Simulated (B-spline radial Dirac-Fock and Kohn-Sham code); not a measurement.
Dipole and non-dipole photoemission parameters of Se⁶⁺ 2p3/2

System: selenium as Se⁶⁺, configuration [Ar] 3d10; threshold 1530.7 eV (orbital energy of the model). Method: Dirac-Hartree-Slater photoionisation with a Latter tail; cross sections with all multipoles, angular parameters from the dipole term and its interference with E2. Computed with an atomic code on a B-spline grid.

For linearly polarised light dσ/dΩ = σ/(4π) [1 + β P₂(cos θ) + (δ + γ cos²θ) sin θ cos φ], with θ from the polarisation vector and φ the angle between the beam and the projection of the electron momentum on the plane normal to the polarisation.

```tsv
hν (eV)	σ (kb)	β	γ	δ
1580	355	1.008	-0.180	0.004
2530	101	1.469	0.268	0.030
2880	70.5	1.467	0.410	0.035
3870	?	?	?	?
3890	29.5	1.414	0.727	0.050
4000	27.1	1.406	0.755	0.052
4690	16.8	1.357	0.911	0.063
5414.7	10.8	1.305	1.046	0.074
6000	7.89	1.264	1.140	0.084
6730	5.49	1.215	1.242	0.097
7000	4.85	1.198	1.275	0.102
```

Q: Give the values at 3870 eV.

A: σ = 29.9 kb, β = 1.415, γ = 0.722, δ = 0.050.
